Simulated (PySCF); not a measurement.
Give a GFN2-xTB geometry of `c1nc(cn1C)F`.

```
atom  x, y, z in Å
C1    -1.6820   -0.1513    0.0629
N2    -0.2646    0.0631   -0.0135
C3     0.3763    1.1940   -0.3761
N4     1.6772    1.0602   -0.3534
C5     1.8835   -0.2114    0.0408
F6     3.1105   -0.7096    0.1753
C7     0.7028   -0.8654    0.2634
H8    -2.1970    0.7562   -0.2470
H9    -1.9779   -0.9719   -0.5938
H10   -1.9779   -0.3984    1.0846
H11   -0.1325    2.0959   -0.6501
H12    0.4828   -1.8620    0.5808
```

Any rigid rotation of these coordinates is as good. Atoms count from 1 in this order. N4 (pyridine-type nitrogen) is bent (angle 104.7°). N2 (pyrrole-type nitrogen) is planar (angles 127.5°, 125.8° and 106.7°, sum 360.0°, 0.00 Å off the plane of its three neighbours). The C–N distances run from 1.308 Å (C3–N4, aromatic) to 1.435 Å (C1–N2, drawn single), a spread of 0.127 Å. The 7 heavy atoms lie in one plane (0.003 Å rms).

Bonds between heavy atoms (Å): C1–N2 1.435, N2–C3 1.349, C3–N4 1.308, N4–C5 1.347, C5–F6 1.331, C5–C7 1.368, N2–C7 1.369.

Computed geometry: GFN2-xTB, gas phase.

No GFN2-xTB frequencies stand behind this structure, so it isn't proved a minimum.
